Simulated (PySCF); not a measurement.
**Computed structure and properties of Tl2O2F2**

System: Tl2O2F2 (singlet); start: displaced along the imaginary mode (C2h). Method: PySCF 2.14.0, RKS PBE0, Tl def2-SVP with ECP60, O def2-SVP, F def2-SVP; non-relativistic Hamiltonian with scalar-relativistic core potentials where named; density fitting; no spin-orbit coupling.

Input of the relaxation:

```python
mol = gto.M(atom='''
Tl     0.05439     0.00000     1.54540
Tl    -0.05439    -0.00000    -1.54540
O      1.43834     0.00000     0.01596
O     -1.43834    -0.00000    -0.01596
F     -0.25000     0.00000     3.54987
F      0.25000    -0.00000    -3.54987''',
    basis={'Tl': 'def2-SVP', 'O': 'def2-SVP', 'F': 'def2-SVP'},
    ecp={'Tl': 'def2-SVP'},
    charge=0, spin=0)
mf = dft.RKS(mol, xc='PBE0')
mf.grids.atom_grid = (50, 194)
mf = mf.density_fit()  # fitting sets: Tl def2-universal-JKFIT, O def2-universal-JKFIT, F def2-universal-JKFIT
mf.conv_tol = 1e-08; mf.max_cycle = 55
mf.kernel(dm0)  # dm0: converged density of the start geometry
# quasi-Newton relaxation in Cartesian coordinates to a largest gradient under 0.00045 Eh/bohr, steps kept in the point group
```

Run from Python with OMP_NUM_THREADS=2; the lines above give its settings. Where DIIS fails, smearing, a level shift and second-order steps follow.
It took 41 s on 2 threads of Arm Neoverse V1 (shared host), from the converged density of the start.

Course of the relaxation:

```csv
step,energy above end (eV),largest force component within the symmetry (eV/Å)
0,0.0274,0.580
1,0.0137,0.094
2,0.0127,0.080
3,0.0108,0.088
4,0.0078,0.208
5,0.0051,0.215
6,0.0007,0.095
7,0.0001,0.008
8,0.0000,0.004
```

Relaxed geometry (C2h):

```xyz
6

Tl    0.1885    0.0000    1.5452
Tl   -0.1885    0.0000   -1.5452
O     1.4436    0.0000   -0.0447
O    -1.4436    0.0000    0.0447
F    -0.3278    0.0000    3.4739
F     0.3278    0.0000   -3.4739
```

```json
{"contact": "Tl1–O3 (O)", "Å": "2.026"}
{"contact": "Tl2–O4 (O)", "Å": "2.026"}
{"contact": "Tl1–F5 (F)", "Å": "1.997"}
{"contact": "Tl2–F6 (F)", "Å": "1.997"}
```

On the finer grid (75, 302):

```
HOMO                                                          : -7.82 eV
LUMO                                                          : -3.79 eV
Dipole about the centre of mass                               : 0.00 D
Set of Mulliken populations of Tl1 outside the core potential : s 3.14, p 6.79, d 10.12
D3(BJ) dispersion energy (not in the energies)                : -0.109 eV
```

```tsv
atom	Mulliken (e)	Löwdin (e)	spin (e)
Tl1	0.95	0.63	0.00
Tl2	0.95	0.63	0.00
O3	-0.57	-0.37	0.00
O4	-0.57	-0.37	0.00
F5	-0.38	-0.26	0.00
F6	-0.38	-0.26	0.00
```

On the grid (50, 194), as all that follows. Harmonic modes: a minimum within the noise of the softest modes; lowest 33 cm⁻¹ (negative: unstable), highest 622 cm⁻¹, zero-point energy 0.240 eV.

Rigid scan of O along the line from its metal:

distance to O3 (Å), energy (eV) and a bar:
```
     1.73      1.331 ##############################
     1.83      0.494 ###########
     1.93      0.104 ##
     2.03      0.000 
     2.13      0.077 ##
     2.23      0.265 ######
     2.33      0.519 ############
     2.48      0.960 ######################
```

Taking off one F (charge -1, singlet; the rest: singlet) in vacuum, both parts rigid, costs 11.51 eV; the small basis without counterpoise inflates it. Most of it is the attraction of opposite charges; other ways to part are cheaper, and one spin state was tried for the rest.

Rigid scan of F along the line from its metal:

```tsv
distance to F5 (Å)	energy (eV)
1.70	1.669
1.80	0.621
1.90	0.131
2.00	0.000
2.10	0.093
2.20	0.320
2.40	0.965
2.70	1.996
3.10	3.100
3.60	4.008
```

One start shape was tried, so this needn't be the lowest isomer.
